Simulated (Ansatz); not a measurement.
Start from `NC[CH2][ZnH]` and change one atom or group to get `NCCO`.

Ansatz, PBE0-D4/def2-TZVP geometries, multiplicity 1. Each molecule was computed in one conformer, which needn't be the lowest.

Scalar relativity is left out up to krypton.

```csv
property,`NC[CH2][ZnH]`
size of the dipole moment (ωB97M-V/def2-TZVPP) / D,2.74
LUMO energy (B3LYP/def2-TZVPP) / eV,-0.26
size of the dipole moment (PBE/def2-TZVPP) / D,2.80
HOMO–LUMO gap (ωB97M-V/def2-TZVPP) / eV,10.15
HOMO–LUMO gap (B3LYP/def2-TZVPP) / eV,6.23
zero-point energy (PBE0-D4/def2-TZVP) / kJ/mol,232.8
```

(1) What does the change do to each property? (Estimate.)

Results:

(1) Computed: 
```tsv
property	`NCCO`	shift
size of the dipole moment (ωB97M-V/def2-TZVPP) / D	0.88	-1.86
LUMO energy (B3LYP/def2-TZVPP) / eV	0.62	0.88
size of the dipole moment (PBE/def2-TZVPP) / D	0.79	-2.01
HOMO–LUMO gap (ωB97M-V/def2-TZVPP) / eV	11.60	1.45
HOMO–LUMO gap (B3LYP/def2-TZVPP) / eV	7.15	0.92
zero-point energy (PBE0-D4/def2-TZVP) / kJ/mol	258.4	25.6
```

With PBE0 the HOMO falls by 0.07 eV and the LUMO rises by 1.00 eV, so the gap widens by about 1.07 eV. PBE moves the HOMO by 0.32 eV and ωB97M-V by -0.31 eV. Dipoles are sizes alone; their direction can turn.

B3LYP here is the variant with VWN-RPA as its local correlation; programs differ in this.
